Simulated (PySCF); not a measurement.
Mg(F)(NMe2) (C₂H₆FMgN), SMILES C[N](C)[Mg][F].

Geometry optimised at B3LYP-D3(BJ)/def2-SVP. The structure was generated by enumeration; whether it is a known compound was not checked. The values are those of a single conformer.

Two levels are set side by side: PBE/def2-TZVP (PySCF) and PBE0/def2-TZVP (PySCF). Same geometry, gas phase. Differences are taken from unrounded values.

```
quantity                      PBE0
---------------------------  -----
orbital gap (eV)              4.39
highest occupied level (eV)  -5.70
lowest empty level (eV)      -1.31
dipole moment (D)             1.73
mean polarisability (bohr³)   54.2
```

Task: What does PBE give, and how far is it from PBE0? (The exact figures need the calculation; the answer reports its results.)

Result: 
| quantity | PBE | PBE minus PBE0 |
|---|---|---|
| orbital gap (eV) | 2.42 | -1.97 |
| highest occupied level (eV) | -4.48 | 1.22 |
| lowest empty level (eV) | -2.06 | -0.75 |
| dipole moment (D) | 1.70 | -0.02 |
| mean polarisability (bohr³) | 59.2 | 5.0 |

Without exact exchange PBE keeps part of each electron's self-repulsion, which lifts occupied levels and narrows the gap. PBE's more diffuse valence density responds more strongly to a field. Differences between two approximate levels are no errors against the true value.

Rough cost on one machine, each run with all the roots and properties that it gave: PBE0 against PBE within a factor of 2.
